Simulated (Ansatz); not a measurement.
Species: GaCl (charge +1, doublet). 
Geometry from a B3LYP-D3(BJ)/def2-TZVP (Ansatz, a program for electronic structure) optimisation:
```xyz
2

Ga     0.0000     0.0000    -0.7517
Cl     0.0000     0.0000     1.3707
```
Charge +1, spin multiplicity 2.

Basis-set convergence of Hartree-Fock and CCSD correlation energies (hartree) with Ansatz. Cores are frozen in the correlated levels unless marked. UHF or UKS for open shells. Spin-orbit coupling is left out. The frozen core is the preceding noble-gas configuration, with the filled d and f shells of earlier blocks. No relativistic terms.

```
basis       functions        E(HF)  E(corr, CCSD)
----------  ---------  -----------  -------------
def2-SVP           50  -2382.10539       -0.17420
def2-TZVPP         90  -2382.51324       -0.23409
def2-QZVPP        159  -2382.56607       -0.25312
```

Extrapolating the two largest sets (X = 3 and 4) as X^-3: E(corr) = (64·(-0.25312) - 27·(-0.23409))/37 = -0.2670 Eh, an estimate of the basis-set limit. The largest set recovers 94.8 % of it, the smallest 65.2 %.
